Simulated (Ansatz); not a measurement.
Mulliken charges of CH6SeSi2 (`C1[SiH2][SiH2][Se]1`) from ωB97M-V/def2-TZVPP in Ansatz (PBE0-D4/def2-TZVP geometry).

```
atom   x (Å)   y (Å)   z (Å)  charge (e)
  C1  -1.313   0.569  -0.116      -0.383
 Si2   0.475   0.637  -0.734       0.147
 Si3   0.949  -1.159   0.662       0.091
 Se4  -1.042  -0.442   1.572      -0.103
  H5  -1.764   1.534   0.114       0.150
  H6  -1.984   0.003  -0.761       0.164
  H7   0.647   0.573  -2.213      -0.027
  H8   1.137   1.871  -0.233      -0.010
  H9   0.887  -2.538   0.102      -0.018
 H10   2.093  -1.099   1.609      -0.012
```

Task: By hand: the dipole of these point charges (1 e Å = 4.8032 D).

Result: Σ q r = (0.106, 0.071, -0.232) e Å, of length 0.265 e Å = 1.27 D.

Task: How does the dipole of the full density compare? (Best estimate.)

Result: Computed: (0.063, 0.068, -0.261) e Å, 1.33 D; the point charges give 0.95 times that, at 11° from its direction.

Point charges leave out the atoms' own dipoles, such as those of lone pairs, and Mulliken's split depends on the basis, so the close match here is no proof of good charges.
